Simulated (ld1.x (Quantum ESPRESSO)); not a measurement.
## Plane-wave convergence, RRKJ potential for Ga (Z = 31)

* Element: Ga (Z = 31)
* Generator: ld1.x (Quantum ESPRESSO) 7.5
* Type: norm-conserving RRKJ (Kleinman–Bylander form)
* Functional: PBE
* Relativity: scalar-relativistic
* Frozen core: [Ar]
* Valence charge: 13
* Reference configuration: 3d10 4s1 4p2
* Partial waves: 4s (bound): rc 1.95 bohr; 3d (bound): rc 0.85 bohr; 4p (bound): rc 1.75 bohr
* Local potential: the p channel
* Core correction: none
* rho0: 0.005

The pseudo-atom Hamiltonian at the reference potential is diagonalised in spherical Bessel functions j_l(qr) that vanish at 20 bohr, with q² up to the cutoff. All-electron valence levels (Ry): 4s -0.7382, 3d -1.5460, 4p -0.2461.

Question: How do the lowest levels (Ry) of each channel move with the cutoff, and are there ghosts?

Answer:

```json
{"cutoff (Ry)": "8", "s #1": "-13.9966", "s #2": "-0.6911", "s #3": "-0.0318", "d #1": "0.0442", "p #1": "-0.2434", "p #2": "0.0203", "f #1": "0.1027", "f #2": "0.2230", "Σ f·Δε (mRy)": "15955.2"}
{"cutoff (Ry)": "15", "s #1": "-23.4106", "s #2": "-0.7267", "s #3": "-0.0359", "d #1": "0.0441", "p #1": "-0.2453", "p #2": "0.0201", "f #1": "0.1027", "f #2": "0.2230", "Σ f·Δε (mRy)": "15915.5"}
{"cutoff (Ry)": "25", "s #1": "-24.6154", "s #2": "-0.7298", "s #3": "-0.0362", "d #1": "0.0441", "p #1": "-0.2455", "p #2": "0.0201", "f #1": "0.1027", "f #2": "0.2230", "Σ f·Δε (mRy)": "15911.8"}
{"cutoff (Ry)": "35", "s #1": "-29.5224", "s #2": "-0.7364", "s #3": "-0.0369", "d #1": "0.0440", "p #1": "-0.2460", "p #2": "0.0201", "f #1": "0.1027", "f #2": "0.2230", "Σ f·Δε (mRy)": "15903.3"}
{"cutoff (Ry)": "50", "s #1": "-34.1868", "s #2": "-0.7382", "s #3": "-0.0371", "d #1": "0.0437", "p #1": "-0.2460", "p #2": "0.0201", "f #1": "0.1027", "f #2": "0.2230", "Σ f·Δε (mRy)": "15898.3"}
{"cutoff (Ry)": "70", "s #1": "-34.3498", "s #2": "-0.7382", "s #3": "-0.0371", "d #1": "0.0427", "p #1": "-0.2461", "p #2": "0.0201", "f #1": "0.1027", "f #2": "0.2230", "Σ f·Δε (mRy)": "15887.8"}
{"cutoff (Ry)": "100", "s #1": "-34.4599", "s #2": "-0.7382", "s #3": "-0.0371", "d #1": "-0.1974", "p #1": "-0.2461", "p #2": "0.0201", "f #1": "0.1027", "f #2": "0.2230", "Σ f·Δε (mRy)": "13487.4"}
{"cutoff (Ry)": "140", "s #1": "-34.4768", "s #2": "-0.7382", "s #3": "-0.0371", "d #1": "-1.2259", "p #1": "-0.2461", "p #2": "0.0201", "f #1": "0.1027", "f #2": "0.2230", "Σ f·Δε (mRy)": "3201.9"}
{"cutoff (Ry)": "180", "s #1": "-34.4787", "s #2": "-0.7382", "s #3": "-0.0371", "d #1": "-1.5028", "p #1": "-0.2461", "p #2": "0.0201", "f #1": "0.1027", "f #2": "0.2230", "Σ f·Δε (mRy)": "433.3"}
{"cutoff (Ry)": "260", "s #1": "-34.4789", "s #2": "-0.7382", "s #3": "-0.0371", "d #1": "-1.5457", "p #1": "-0.2461", "p #2": "0.0201", "f #1": "0.1027", "f #2": "0.2230", "Σ f·Δε (mRy)": "3.8"}
{"cutoff (Ry)": "400", "s #1": "-34.4789", "s #2": "-0.7382", "s #3": "-0.0371", "d #1": "-1.5461", "p #1": "-0.2461", "p #2": "0.0201", "f #1": "0.1027", "f #2": "0.2230", "Σ f·Δε (mRy)": "0.0"}
```

Result: ghost state, extra bound levels that the all-electron valence spectrum of the same l lacks: s at -469.1 eV (a true bound ghost makes a file unfit for plane-wave use); 10 mRy is reached at 260 Ry and 1 mRy at over 300 Ry.

Its largest configuration-test error is -781 meV.
